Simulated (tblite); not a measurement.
Compound: C8H13F.
Geometry (GFN2-xTB, Å), atoms numbered from 1 in this order:
```
atom  x, y, z in Å
C1    -1.801    0.467    2.096
C2    -1.410    1.189    1.052
C3    -0.316    0.898    0.131
C4     0.052    1.834   -0.744
C5     0.401   -0.430    0.253
C6     1.616   -0.255    1.170
C7     0.831   -1.023   -1.092
C8    -0.363   -1.285   -1.997
F9     0.050   -1.878   -3.169
H10   -1.333   -0.459    2.385
H11   -2.618    0.790    2.718
H12   -1.926    2.119    0.844
H13   -0.453    2.784   -0.792
H14    0.866    1.703   -1.435
H15   -0.283   -1.147    0.715
H16    2.326    0.438    0.725
H17    1.307    0.144    2.134
H18    2.115   -1.208    1.331
H19    1.345   -1.970   -0.914
H20    1.531   -0.362   -1.604
H21   -1.076   -1.974   -1.532
H22   -0.872   -0.357   -2.276
```

Computed with GFN2-xTB (tblite): harmonic, unscaled wavenumbers at the GFN2-xTB geometry, gas phase. The method is semi-empirical: single wavenumbers can be off by several per cent or more. One conformer, not necessarily the lowest.

Harmonic wavenumbers (cm⁻¹): 27.1, 71.6, 97.8, 106.0, 158.9, 209.1, 216.2, 255.1, 319.5, 375.6, 409.9, 465.5, 499.1, 557.3, 672.9, 745.4, 769.4, 827.0, 887.1, 896.2, 921.1, 955.6, 992.6, 1012.5, 1017.0, 1025.7, 1077.2, 1098.8, 1114.4, 1162.2, 1181.4, 1242.3, 1256.0, 1261.7, 1303.6, 1311.3, 1349.2, 1367.7, 1408.9, 1416.1, 1427.5, 1456.8, 1492.5, 1498.0, 1502.7, 1667.3, 1672.7, 2938.6, 2948.3, 2954.4, 2982.1, 3006.7, 3031.6, 3037.9, 3043.4, 3045.4, 3107.1, 3108.7, 3127.9, 3137.3.

A = 2301, B = 895.8, C = 834.6 MHz; mass 128.100 u (most abundant isotopes); point group C1, symmetry number 1.

Zero-point energy?

Half the sum of the wavenumbers: 41114 cm⁻¹ = 117.55 kcal/mol.

Give the ideal-gas entropy at 400 K and 1 bar in the rigid-rotor, harmonic-oscillator model (classical rotation).

Translation 41.94, rotation 30.49, vibration 44.27: S = 116.7 cal/(mol K).

And Cp and H(400 K) − H(0)?

Cp = 52.26 cal/(mol K), of which vibrations give 44.31 (their classical limit is 60 R = 119.2); H(400 K) − H(0) = 12.12 kcal/mol without the zero-point energy, 8.94 from vibrations.

Which modes carry the vibrational entropy at 400 K?

27.1 cm⁻¹: 6.61; 71.6 cm⁻¹: 4.69; 97.8 cm⁻¹: 4.07; 106.0 cm⁻¹: 3.92; 158.9 cm⁻¹: 3.13; 209.1 cm⁻¹: 2.60 cal/(mol K); the other 54 give 19.25 together.

What must be added to the electronic energy to get the Gibbs energy at 400 K and 1 bar?

ZPE + [H(400 K) − H(0)] − T·S = 117.55 + 12.12 − 46.68 = 82.99 kcal/mol.

How do the functions run with temperature in this model?

| T (K) | S (cal/(mol K)) | Cp (cal/(mol K)) | H − H(0) (kcal/mol) | G − H(0) (kcal/mol) | ln q(vib) |
| --- | --- | --- | --- | --- | --- |
| 150 | 81.2 | 25.2 | 2.53 | -9.65 | 3.86 |
| 250 | 96.4 | 35.3 | 5.55 | -18.56 | 6.79 |
| 298.15 | 103.1 | 40.8 | 7.38 | -23.36 | 8.16 |
| 600 | 141.6 | 70.8 | 24.53 | -60.44 | 16.62 |
| 900 | 174.0 | 88.9 | 48.71 | -107.93 | 24.65 |

q(vib) and H(0) count from the zero-point level.

Blend soft modes into free rotors: weight 1/[1 + (100 cm⁻¹/ν̃)⁴] for the oscillator and the rest for a rotor with moment μB/(μ + B), μ = h/(8π²ν), B = 10⁻⁴⁴ kg m². What vibrational entropy results?

40.25 cal/(mol K) in place of 44.27, which changes −T·S at 400 K by +1.61 kcal/mol.

Hindered rotation and anharmonicity are outside this model. Other conformers, if any are populated, would add a mixing term that is left out. The structure is chiral; the term R ln 2 for an equal mix with its mirror image is left out.
